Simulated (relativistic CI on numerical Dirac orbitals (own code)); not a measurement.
## Tb XLVIII: q coefficients and field-shift factors

Computed by Dirac-Coulomb-Breit CI, KLI orbitals optimised for each configuration, derivatives by finite differences, unscaled Slater integrals, QED left out (own radial code, finite nucleus).

CI space (outside the closed core [Ne]): 3s²3p⁶, 3s²3p⁵3d, 3s3p⁶3d, 3p⁶3d², 3p⁵3d³. Double excitations out of closed p, d and f shells are left out; levels of such configurations are missing from the list, as are those of other unlisted configurations, and high levels can miss mixing partners.

With x = (α/α₀)² − 1 an excitation energy changes as ω = ω₀ + qx; K = 2q/ω₀ is the relative enhancement. Terms are leading LS components, so labels can repeat. The field-shift factor is F = δν/δ⟨r²⟩ for the transition from the lowest level.

Lowest level 3s²3p⁶ ¹S0.

| Level | ω₀ (cm⁻¹) | q (cm⁻¹) | K | F (GHz/fm²) |
| --- | --- | --- | --- | --- |
| 3s²3p⁵3d ³P°0 | 1616831 | 71940 | 0.089 | 9.29 |
| 3s²3p⁵3d ³P°1 | 1687257 | 91570 | 0.109 | 9.65 |
| 3s²3p⁵3d ³F°3 | 1726751 | 69130 | 0.0801 | 9.48 |
| 3s²3p⁵3d ³D°2 | 1753841 | 75110 | 0.0856 | 9.57 |
| 3s²3p⁵3d ³F°4 | 2016667 | 411200 | 0.408 | 14.8 |
| 3s²3p⁵3d ¹D°2 | 2052598 | 418000 | 0.407 | 14.4 |
| 3s²3p⁵3d ³D°3 | 2133380 | 415300 | 0.389 | 15.2 |
| 3s²3p⁵3d ¹P°1 | 2330640 | 461100 | 0.396 | 9.4 |
| 3s²3p⁵3d ³F°2 | 3192927 | 1.79e+06 | 1.12 | -119 |
| 3s²3p⁵3d ¹P°1 | 3474764 | 1.758e+06 | 1.01 | -113 |
| 3s²3p⁵3d ³P°2 | 3541965 | 2.136e+06 | 1.21 | -113 |
| 3s²3p⁵3d ³F°3 | 3576545 | 2.14e+06 | 1.2 | -114 |
| 3s3p⁶3d ³D1 | 4672599 | 2.018e+06 | 0.864 | -3000 |
| 3s3p⁶3d ³D2 | 4714665 | 2.031e+06 | 0.862 | -3010 |
| 3s3p⁶3d ³D3 | 5012499 | 2.362e+06 | 0.942 | -3000 |
| 3s3p⁶3d ¹D2 | 5111614 | 2.366e+06 | 0.926 | -3020 |
| 3p⁶3d² ³F2 | 9457714 | 4.044e+06 | 0.855 | -6010 |
| 3p⁶3d² ³P0 | 9620307 | 4.064e+06 | 0.845 | -6010 |
| 3p⁶3d² ³F3 | 9771579 | 4.384e+06 | 0.897 | -6010 |
| 3p⁶3d² ³P2 | 9850765 | 4.382e+06 | 0.89 | -6010 |
| 3p⁶3d² ¹G4 | 9866844 | 4.395e+06 | 0.891 | -6010 |
| 3p⁶3d² ³P1 | 9882176 | 4.391e+06 | 0.889 | -6010 |
| 3p⁶3d² ³F4 | 10149489 | 4.714e+06 | 0.929 | -6000 |

At this charge energies of transitions that change n are usually good to better than 1 %, and those within a shell (Δn = 0) to a few per cent.
